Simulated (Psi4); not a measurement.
Psi4 input (wB97X-D/6-31G*):

```
memory 1500 MB

molecule {
-1 1
F     1.98168600   -1.34344800   -0.19603700
Si    1.52121200    0.19571100    0.35932800
Si   -0.77097500    0.09744600   -0.31739100
F    -1.46747100    1.58078900   -0.27580900
F    -1.74038400   -0.75478700    0.69461900
H     1.77210800    0.99278300   -0.94350200
H    -1.23989400   -0.43996800   -1.64857200
symmetry c1
no_reorient
no_com
}

set {
  basis 6-31G*
  reference rks
  scf_type pk
  dft_radial_points 99
  dft_spherical_points 590
  e_convergence 1e-8
  d_convergence 1e-7
  maxiter 150
}

e = energy('wb97x-d')
print_out(f'\nFINAL {e:.10f} DIPOLE {variable("CURRENT DIPOLE")[0]:.6f} {variable("CURRENT DIPOLE")[1]:.6f} {variable("CURRENT DIPOLE")[2]:.6f}\n')
```

Output:

```
   => Loading Basis Set <=

    Name: 6-31G*
    Role: ORBITAL
    Keyword: BASIS
    atoms 1, 4-5 entry F          line   162 file 6-31gs.gbs
    atoms 2-3    entry SI         line   268 file 6-31gs.gbs
    atoms 6-7    entry H          line    44 file 6-31gs.gbs

   => WB97X-D: Empirical Dispersion <=

    Chai and Head-Gordon Dispersion Correction
    Chai, J.-D.; Head-Gordon, M. (2010), J. Chem. Phys., 132: 6615-6620

        s6 =       1.000000

         ---------------------------------------------------------
                                   SCF
               by Justin Turney, Rob Parrish, Andy Simmonett
                          and Daniel G. A. Smith
                              RKS Reference
         ---------------------------------------------------------

  ==> Geometry <==

    Molecular point group: c1
    Full point group: C1

    Geometry (in Angstrom), charge = -1, multiplicity = 1:

       Center              X                  Y                   Z               Mass
    ------------   -----------------  -----------------  -----------------  -----------------
         F            1.981686000000    -1.343448000000    -0.196037000000    18.998403162730
         SI           1.521212000000     0.195711000000     0.359328000000    27.976926534650
         SI          -0.770975000000     0.097446000000    -0.317391000000    27.976926534650
         F           -1.467471000000     1.580789000000    -0.275809000000    18.998403162730
         F           -1.740384000000    -0.754787000000     0.694619000000    18.998403162730
         H            1.772108000000     0.992783000000    -0.943502000000     1.007825032230
         H           -1.239894000000    -0.439968000000    -1.648572000000     1.007825032230

  Running in c1 symmetry.

  Rotational constants: A =      0.17526  B =      0.05650  C =      0.04725 [cm^-1]
  Rotational constants: A =   5254.27476  B =   1693.81183  C =   1416.44709 [MHz]
  Nuclear repulsion =  286.507024028388230

  Charge       = -1
  Multiplicity = 1
  Electrons    = 58
  Nalpha       = 29
  Nbeta        = 29

  ==> Algorithm <==

  SCF Algorithm Type is PK.
  DIIS enabled.
  MOM disabled.
  Fractional occupation disabled.
  Guess Type is SAD.
  Energy threshold   = 1.00e-08
  Density threshold  = 1.00e-07
  Integral threshold = 1.00e-12

  ==> Primary Basis <==

  Basis Set: 6-31G*
    Blend: 6-31G*
    Number of shells: 38
    Number of basis functions: 87
    Number of Cartesian functions: 87
    Spherical Harmonics?: false
    Max angular momentum: 2

  ==> DFT Potential <==

   => LibXC <=

    Version 7.1.2
    S. Lehtola, C. Steigemann, M. J. T. Oliveira, and M. A. L. Marques,  SoftwareX 7, 1–5 (2018) (10.1016/j.softx.2017.11.002)

   => Composite Functional: WB97X-D <=

    wB97X-D Hyb-GGA Exchange-Correlation Functional

    J.-D. Chai and M. Head-Gordon,  Phys. Chem. Chem. Phys. 10, 6615–6620 (2008) (10.1039/B810189B)

    Deriv               =              1
    GGA                 =           TRUE
    Meta                =          FALSE

    Exchange Hybrid     =           TRUE
    MP2 Hybrid          =          FALSE

   => Exchange-Correlation Functionals <=

    1.0000   wB97X-D range-separated functional

   => Exact (HF) Exchange <=

    0.7780            HF,LR [omega = 0.2000]
    0.2220               HF

   => LibXC Density Thresholds  <==

    XC_HYB_GGA_XC_WB97X_D:  1.00E-14

   => Molecular Quadrature <=

    Radial Scheme          =       TREUTLER
    Pruning Scheme         =           NONE
    Nuclear Scheme         =       TREUTLER

    Blocking Scheme        =         OCTREE
    BS radius alpha        =              1
    Pruning alpha          =              1
    Radial Points          =             99
    Spherical Points       =            590
    Total Points           =         390098
    Total Blocks           =           2829
    Max Points             =            256
    Max Functions          =             83
    Weights Tolerance      =       1.00E-15

  ==> Integral Setup <==

  Using in-core PK algorithm.
   Calculation information:
      Number of atoms:                   7
      Number of AO shells:              38
      Number of primitives:            107
      Number of atomic orbitals:        87
      Number of basis functions:        87

      Integral cutoff                 1.00e-12
      Number of threads:                 1

  Performing in-core PK
  Using 21986118 doubles for integral storage.
  We computed 217310 shell quartets total.
  Whereas there are 274911 unique shell quartets.

  Computing range-separated integrals for PK
  We computed 217310 wK shell quartets total.
  Whereas there are 274911 wK unique shell quartets.

  ==> DiskJK: Disk-Based J/K Matrices <==

    J tasked:                  Yes
    K tasked:                  Yes
    wK tasked:                 Yes
    Omega:               2.000E-01
    Schwarz Cutoff:          1E-12


  Cached 50.0% of DFT collocation blocks in 0.353 [GiB].

  Minimum eigenvalue in the overlap matrix is 4.9209600859E-03.
  Reciprocal condition number of the overlap matrix is 8.7859899925E-04.
    Using symmetric orthogonalization.

  ==> Pre-Iterations <==

  SCF Guess: Superposition of Atomic Densities via on-the-fly atomic UHF (no occupation information).

   -------------------------
    Irrep   Nso     Nmo
   -------------------------
     A         87      87
   -------------------------
    Total      87      87
   -------------------------

  ==> Iterations <==

                        Total Energy        Delta E     RMS |[F,P]|

   @RKS iter SAD:  -878.58718803398790   -8.78587e+02   0.00000e+00
   @RKS iter   1:  -879.63531279075187   -1.04812e+00   7.07841e-03 DIIS/ADIIS
   @RKS iter   2:  -879.63979227865741   -4.47949e-03   7.69724e-03 DIIS/ADIIS
   @RKS iter   3:  -879.76984867112947   -1.30056e-01   4.77024e-04 DIIS/ADIIS
   @RKS iter   4:  -879.77080452212090   -9.55851e-04   1.26635e-04 DIIS/ADIIS
   @RKS iter   5:  -879.77088796055796   -8.34384e-05   7.15067e-05 DIIS
   @RKS iter   6:  -879.77090408582478   -1.61253e-05   1.57996e-05 DIIS
   @RKS iter   7:  -879.77090617729641   -2.09147e-06   3.51837e-06 DIIS
   @RKS iter   8:  -879.77090638372647   -2.06430e-07   1.10290e-06 DIIS
   @RKS iter   9:  -879.77090639365281   -9.92634e-09   6.36615e-07 DIIS
   @RKS iter  10:  -879.77090639551773   -1.86492e-09   1.41522e-07 DIIS
   @RKS iter  11:  -879.77090639573453   -2.16801e-10   3.46053e-08 DIIS
  Energy and wave function converged.

  ==> Post-Iterations <==

   Electrons on quadrature grid:
      Ntotal   =   58.0000003618 ; deviation = 3.618e-07

    Orbital Energies [Eh]
    ---------------------

    Doubly Occupied:

       1A    -66.151806     2A    -66.081144     3A    -24.636445
       4A    -24.632311     5A    -24.580048     6A     -5.259233
       7A     -5.191277     8A     -3.606507     9A     -3.604475
      10A     -3.600220    11A     -3.537698    12A     -3.535432
      13A     -3.532497    14A     -1.106014    15A     -1.087369
      16A     -1.036273    17A     -0.477180    18A     -0.409446
      19A     -0.387213    20A     -0.369997    21A     -0.355071
      22A     -0.324978    23A     -0.313053    24A     -0.304762
      25A     -0.293221    26A     -0.276971    27A     -0.262859
      28A     -0.158867    29A     -0.080973

    Virtual:

      30A      0.229673    31A      0.270339    32A      0.303683
      33A      0.329495    34A      0.367714    35A      0.399635
      36A      0.435884    37A      0.496856    38A      0.503549
      39A      0.526461    40A      0.570441    41A      0.590340
      42A      0.618117    43A      0.633589    44A      0.801249
      45A      0.833233    46A      0.863710    47A      0.899884
      48A      0.956833    49A      0.973960    50A      0.977393
      51A      1.061568    52A      1.159598    53A      1.268846
      54A      1.326542    55A      1.349530    56A      1.452234
      57A      1.471897    58A      1.507979    59A      1.543675
      60A      1.558313    61A      1.585358    62A      1.598481
      63A      1.635471    64A      1.661719    65A      1.817572
      66A      1.940949    67A      1.993508    68A      2.093320
      69A      2.099844    70A      2.106049    71A      2.114057
      72A      2.123288    73A      2.149279    74A      2.164964
      75A      2.234174    76A      2.273134    77A      2.275637
      78A      2.298003    79A      2.407013    80A      2.927992
      81A      2.997228    82A      3.108870    83A      3.214530
      84A      3.288422    85A      4.233615    86A      4.422922
      87A      4.573837

    Final Occupation by Irrep:
              A
    DOCC [    29 ]
    NA   [    29 ]
    NB   [    29 ]

  @RKS Final Energy:  -879.77090639573453

   => Energetics <=

    Nuclear Repulsion Energy =            286.5070240283882299
    One-Electron Energy =               -1805.5796090288290543
    Two-Electron Energy =                 692.6556363308858408
    DFT Exchange-Correlation Energy =     -53.3518588408320014
    Empirical Dispersion Energy =          -0.0020988853475025
    VV10 Nonlocal Energy =                  0.0000000000000000
    Total Energy =                       -879.7709063957345279

Computation Completed

Properties will be evaluated at   0.000000,   0.000000,   0.000000 [a0]

Properties computed using the SCF density matrix

 Multipole Moments:

 ------------------------------------------------------------------------------------
     Multipole            Electronic (a.u.)      Nuclear  (a.u.)        Total (a.u.)
 ------------------------------------------------------------------------------------

 L = 1.  Multiply by 2.5417464519 to convert [e a0] to [Debye]
 Dipole X            :         -1.0811236            0.0000208           -1.0811028
 Dipole Y            :         -0.0867556           -0.0000019           -0.0867575
 Dipole Z            :         -0.4316731            0.0000019           -0.4316712
 Magnitude           :                                                    1.1673261

 ------------------------------------------------------------------------------------

FINAL -879.7709063957 DIPOLE -1.081103 -0.086758 -0.431671

*** Psi4 exiting successfully. Buy a developer a beer!
```

The dipole moment of an ion depends on the origin.

The geometry given is a B3LYP-D3(BJ)/def2-TZVP minimum.
